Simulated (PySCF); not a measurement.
# Basis and Hamiltonian dependence of the ionisation energy of S²⁺

S²⁺ [Ne] 3s2 3p2 (3P) → S³⁺ [Ne] 3s2 3p1 (2P). All values are computed (PySCF 2.14, energy differences of UHF-based or UKS calculations, no spin-orbit coupling). Values in eV.

```csv
basis,Hamiltonian,functions,UHF,r2SCAN,PBE0,MP2 (valence),CCSD(T) (valence),CCSD(T) (valence and next inner shell)
def2-SVP,non-relativistic,18,34.073,n/a,n/a,34.383,34.412,n/a
Sapporo-DZP-2012,spin-free X2C,27,34.251,n/a,n/a,34.600,34.677,n/a
aug-cc-pV(D+d)Z,non-relativistic,32,34.148,35.016,34.885,34.479,34.530,n/a
ANO-RCC-VTZP,spin-free X2C,34,34.155,35.026,34.872,34.625,34.702,34.692
def2-TZVPPD,non-relativistic,51,34.159,35.031,34.881,34.635,34.711,34.718
"x2c-TZVPPall with one added diffuse shell each of s, p, d type",spin-free X2C,51,34.148,35.016,34.871,34.625,34.703,34.710
aug-cc-pV(T+d)Z,non-relativistic,55,34.156,35.030,34.876,34.636,34.713,n/a
"aug-cc-pV(T+d)Z with one added diffuse shell each of s, p, d, f type",non-relativistic,71,34.157,35.030,34.877,34.638,34.714,n/a
aug-cc-pVQZ-DK,spin-free X2C,84,34.152,35.023,34.871,34.673,34.741,n/a
dyall-av3z,non-relativistic,84,34.162,35.031,34.876,34.643,34.713,n/a
"x2c-QZVPPall with one added diffuse shell each of s, p, d, f type",spin-free X2C,86,34.150,35.013,34.865,34.676,34.747,34.759
dyall-acv3z,spin-free X2C,113,34.151,35.021,34.866,34.645,34.722,n/a
dyall-acv3z,non-relativistic,113,34.159,35.029,34.875,34.653,34.728,n/a
aug-cc-pwCVQZ,non-relativistic,134,34.159,35.024,34.875,34.689,n/a,n/a
```

Frozen in the all-electron rows: valence: [Ne]; valence and next inner shell: 1s2.

Between the lowest levels the reference is 34.86 ± 0.04 eV (semi-empirical (NIST evaluation); NIST Atomic Spectra Database, ionization energies); it includes spin-orbit coupling, which these numbers lack.
